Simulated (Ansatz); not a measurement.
Reaction (ligand exchange at a Ga–F bond): `[F][Ga]([F])[Br]` + `CNC` → `C[N](C)[Ga]([F])[Br]` + H–F

Isolated molecules relaxed with PBE0-D4/def2-TZVP in Ansatz; ΔE leaves out vibrations. CCSD(T)/CBS is the MP2 limit (def2-TZVPP, def2-QZVPP) plus CCSD(T) − MP2 in def2-TZVPP, frozen cores. This one scheme is used for every species. Functionals use def2-TZVPP. For Br, Ga outer-core shells are correlated without core-valence functions, which leaves a few kJ/mol of doubt a bond. Scalar relativity is left out up to krypton. One conformer a species, not always the lowest.

```
               species  CAM-B3LYP-D4 energy (Eh)
    `[F][Ga]([F])[Br]`               -4699.13368
                 `CNC`                -135.14666
`C[N](C)[Ga]([F])[Br]`               -4733.80132
                   H–F                -100.46752
```

(1) Work out ΔE.

Largest T1 diagnostic among the species: 0.012.

Answers

(1) ΔE = (-4733.80132) + (-100.46752) − (-4699.13368) − (-135.14666) = 0.01150 Eh = +0.31 eV. CCSD(T)/CBS gives +0.15 eV.

In def2-TZVPP, CCSD(T) changes the Hartree–Fock value by −0.34 eV (the triples alone add −0.04 eV) and MP2 by −0.39 eV. At CCSD(T), def2-SVP lies +0.19 eV from the extrapolated value and def2-TZVPP +0.07 eV. From BLYP to BHLYP (50 % exact exchange), in def2-TZVPP and without D4, ΔE moves by −0.03 eV.
